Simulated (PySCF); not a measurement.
SnH4, SMILES [SnH4]. Atoms are numbered in the order given.

```xyz
5

Sn     0.0000     0.0000     0.0000
H     -0.9908    -0.9908     0.9908
H      0.9908    -0.9908    -0.9908
H      0.9908     0.9908     0.9908
H     -0.9908     0.9908    -0.9908
```

Geometry optimised at PBE-D3(BJ)/def2-TZVPD. The isomer is the one that the SMILES or the coordinates give; other isomers of the formula were not compared. The def2 effective core potentials stand for the cores of Sn; spin–orbit coupling is left out.

Method: PySCF with PBE-D3(BJ)/def2-TZVPD.

Frequencies are harmonic and unscaled.

Modes within 1.5 cm⁻¹ of each other (mostly degenerate sets) share a row, with their intensities summed.

| mode | ν (cm⁻¹) | IR (km/mol) | moving atoms (share of kinetic energy) |
|---|---|---|---|
| 1–3 | 653 | 386.6 | H 98 % |
| 4–5 | 724 | 0.0 | H 100 % |
| 6 | 1881 | 0.0 | H 100 % |
| 7–9 | 1893 | 502.7 | H 99 % |
